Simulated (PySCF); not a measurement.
Species: CH₅GeS, charge -1, multiplicity 1. It need not be the lowest isomer of its formula. Whether it binds its extra electron was not tested at this geometry. SMILES: C[S][GeH2-]
Structure (B3LYP-D3(BJ)/def2-TZVP (Ansatz) minimum search):
```
C
H 1 1.0916
H 1 1.0916 2 108.15
H 1 1.0951 2 109.12 3 118.59
S 1 1.8263 2 110.30 3 -120.69
Ge 5 2.3841 1 103.58 2 59.70
H 6 1.6235 5 94.08 1 45.93
H 6 1.6235 7 91.56 3 72.57
```
Charge -1, spin multiplicity 1.

Dispersion corrections to the total energy (kcal/mol) from the dftd3 and dftd4 libraries through PySCF: D3(BJ) without and D4 with the three-body term, each with the damping fitted for the functional named.

```json
[
 {"functional": "PBE0", "D3(BJ)": "-3.53", "D4": "?"},
 {"functional": "B3LYP", "D3(BJ)": "?", "D4": "-7.46"},
 {"functional": "LC-wPBE", "D3(BJ)": "?", "D4": "-5.15"},
 {"functional": "BHLYP", "D3(BJ)": "-6.09", "D4": "-5.96"},
 {"functional": "r2SCAN", "D3(BJ)": "-1.08", "D4": "-1.07"},
 {"functional": "B2GP-PLYP", "D3(BJ)": "-3.63", "D4": "-1.93"},
 {"functional": "CAM-B3LYP", "D3(BJ)": "-3.40", "D4": "-3.95"}
]
```

**Question.** Some entries are withheld; supply them.

**Answer.** 
- PBE0, D4: -3.87
- B3LYP, D3(BJ): -7.31
- LC-wPBE, D3(BJ): -3.99
